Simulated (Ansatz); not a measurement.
One change: `Cl[SiH2]N[Si](Cl)(Cl)Cl` becomes `B[Si](Cl)(Cl)Cl`.

Ansatz, PBE0-D4/def2-TZVP geometries, multiplicity 1. Each molecule was computed in one conformer, which needn't be the lowest.

```
                                        property  `Cl[SiH2]N[Si](Cl)(Cl)Cl`
size of the dipole moment (B3LYP/def2-TZVPP) / D                       1.86
  size of the dipole moment (PBE/def2-TZVPP) / D                       1.77
           HOMO–LUMO gap (B3LYP/def2-TZVPP) / eV                       8.07
              HOMO energy (PBE0/def2-TZVPP) / eV                      -8.66
               HOMO energy (PBE/def2-TZVPP) / eV                      -7.25
               LUMO energy (PBE/def2-TZVPP) / eV                      -1.04
```

Q: What does the change do to each property? (Best estimate.)

A: The calculation gave: 
| property | `B[Si](Cl)(Cl)Cl` | shift |
| --- | --- | --- |
| size of the dipole moment (B3LYP/def2-TZVPP) / D | 1.42 | -0.44 |
| size of the dipole moment (PBE/def2-TZVPP) / D | 1.26 | -0.51 |
| HOMO–LUMO gap (B3LYP/def2-TZVPP) / eV | 5.24 | -2.83 |
| HOMO energy (PBE0/def2-TZVPP) / eV | -8.73 | -0.07 |
| HOMO energy (PBE/def2-TZVPP) / eV | -7.46 | -0.21 |
| LUMO energy (PBE/def2-TZVPP) / eV | -4.07 | -3.03 |

With PBE0 the HOMO falls by 0.07 eV and the LUMO falls by 3.04 eV, so the gap narrows by about 2.97 eV. PBE moves the HOMO by -0.21 eV and ωB97M-V by 0.08 eV. Dipoles are sizes alone; their direction can turn.

B3LYP here is the variant with VWN-RPA as its local correlation; programs differ in this.
